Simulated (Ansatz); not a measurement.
`C[O][SnH2][F]` + H₂Se → `C[O][SnH2][SeH]` + H–F at 400 K and 1 bar (ligand exchange at the Sn–F bond).

Calculated with Ansatz (gas phase, PBE0-D4/def2-TZVP geometries, no zero-point term in ΔE). CCSD(T)/CBS is the MP2 limit (def2-TZVPP, def2-QZVPP) plus CCSD(T) − MP2 in def2-TZVPP, frozen cores. This one scheme is used for every species. def2 core potentials past Kr. For Se, Sn outer-core shells are correlated without core-valence functions, which leaves a few kJ/mol of doubt a bond. Scalar relativity is left out up to krypton. Each species was taken in one conformer, which may not be the lowest.

| species | CCSD(T)/CBS energy (Eh) | H − E (kJ/mol) | S (J/(mol·K)) |
| --- | --- | --- | --- |
| `C[O][SnH2][F]` | -430.07156 | 180.6 | 379.6 |
| H₂Se | -2401.89790 | 49.4 | 229.5 |
| `C[O][SnH2][SeH]` | -2731.58380 | 201.5 | 419.8 |
| H–F | -100.39570 | 36.5 | 182.2 |

H − E and S are ideal-gas, rigid-rotor, harmonic terms from PBE0-D4/def2-TZVP, for one conformer and one mirror image of each species. 1 Eh = 2625.50 kJ/mol, R = 8.31446 J/(mol·K).

Q: By hand: ΔE, ΔH, ΔS and ΔG.

A: ΔE = (-2731.58380) + (-100.39570) − (-430.07156) − (-2401.89790) = -0.01004 Eh = -26.4 kJ/mol. Δ(H − E) = 201.5 + 36.5 − 180.6 − 49.4 = 8.0, so ΔH = -18.4 kJ/mol. ΔS = 419.8 + 182.2 − 379.6 − 229.5 = -7.1 J/(mol·K). ΔG = -18.4 − 400 × (-7.1)/1000 = -15.6 kJ/mol.

Q: By hand: the equilibrium constant, and the temperature at which ΔG would vanish if ΔH and ΔS stayed fixed.

A: log₁₀ K = −ΔG/(RT ln 10) = 2.0. ΔG = 0 at ΔH/ΔS = 2592 K, far beyond where these terms or the molecules hold.

The number of gas molecules stays the same, so ΔS is small and ΔH decides. A doubt of 5 kJ/mol in ΔE shifts log₁₀ K by 0.7 here. Other conformers and mirror images would add mixing entropy, several J/(mol·K) or more a flexible species. Modes under 60 cm⁻¹, often nearly free rotors, make the harmonic entropy too high. These are equilibria of isolated gas molecules and say nothing of rates. Largest T1 diagnostic: 0.014 (customary marks: 0.02 for closed shells, 0.045 for open ones).
